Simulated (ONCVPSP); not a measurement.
# aluminium: excitation energies, all-electron against ONCV

- Element: aluminium
- Generator: ONCVPSP 4.0.1
- Type: optimised norm-conserving Vanderbilt (ONCV)
- Functional: PBEsol
- Relativity: scalar-relativistic
- Frozen core: [Ne]
- Valence charge: 3
- Reference configuration: 3s2 3p1
- Partial waves: 3s: rc 1.95 bohr, ncon 4, nbas 9, qcut 3.1 1/bohr, local; 3p: rc 2.95 bohr, ncon 4, nbas 7, qcut 2.8 1/bohr, 1 projector
- Local potential: the s channel
- Core correction: Teter function, fcfact 3.5, rcfact 1.45

Energies are relative to the spin-unpolarised reference configuration 3s2 3p1; without spin polarisation the order of configurations can differ from experiment.

| valence configuration | charge | ΔE all-electron (eV) | error AE − PS (meV) |
| --- | --- | --- | --- |
| 3s2 3p0 | +1 | 5.736 | +1.2 |
| 3s1 3p1 | +1 | 11.527 | -3.4 |

(1) What are ΔE and the potential's error for 3s1 3p0?

(2) What are ΔE and the potential's error for 3s2 3p0.5?

Levels in the configuration 3s1 3p1:

```tsv
level	all-electron (eV)	pseudo (eV)
3s	-15.556	-15.566
3p	-9.723	-9.725
```

## Answers

(1) ΔE = 24.907 eV all-electron; the error (AE − PS) is -29 meV.

(2) ΔE = 2.074 eV all-electron; the error (AE − PS) is +0.4 meV.
